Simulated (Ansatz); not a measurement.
Reaction (formal loss of a carbene): `C[S][GeH]` → `[CH2]` (triplet) + `[SH][GeH]`

Calculated with Ansatz (gas phase, PBE0-D4/def2-TZVP geometries, no zero-point term in ΔE). CCSD(T)/CBS is the MP2 limit (def2-TZVPP, def2-QZVPP) plus CCSD(T) − MP2 in def2-TZVPP, frozen cores. This one scheme is used for every species. Functionals use def2-TZVPP. B3LYP here is the variant with VWN-RPA as its local correlation; programs differ in this. HSE06 is defined as in plane-wave codes. Triplets are unrestricted, without spin–orbit coupling. For Ge outer-core shells are correlated without core-valence functions, which leaves a few kJ/mol of doubt a bond. Scalar relativity is left out up to krypton.

| level | ΔE (eV) | difference from CCSD(T)/CBS |
| --- | --- | --- |
| r2SCAN-D4 | 4.31 | -0.22 |
| HSE06-D4 | 4.51 | -0.02 |
| BHLYP-D4 | 4.30 | -0.23 |
| CAM-B3LYP-D4 | 4.46 | -0.07 |
| ωB97M-V | 4.52 | -0.01 |
| revPBE | 4.29 | -0.24 |
| r2SCAN | 4.29 | -0.24 |
| PBE0 | 4.45 | -0.08 |
| B3LYP | 4.33 | -0.20 |
| BHLYP | 4.21 | -0.32 |
| CAM-B3LYP | 4.40 | -0.13 |
| CCSD(T)/def2-SVP | 4.23 | -0.30 |
| SCS-MP2/def2-TZVPP | 4.53 | 0.00 |
| CCSD(T)/def2-TZVPP | 4.38 | -0.15 |
| HF/def2-QZVPP | 2.91 | -1.62 |
| MP2/def2-QZVPP | 4.64 | 0.11 |
| CCSD(T)/CBS | 4.53 | 0 |

Largest T1 diagnostic among the species: 0.015.

In def2-TZVPP, CCSD(T) changes the Hartree–Fock value by +1.46 eV (the triples alone add +0.14 eV) and MP2 by +1.64 eV. At CCSD(T), def2-SVP lies −0.30 eV from the extrapolated value and def2-TZVPP −0.16 eV.
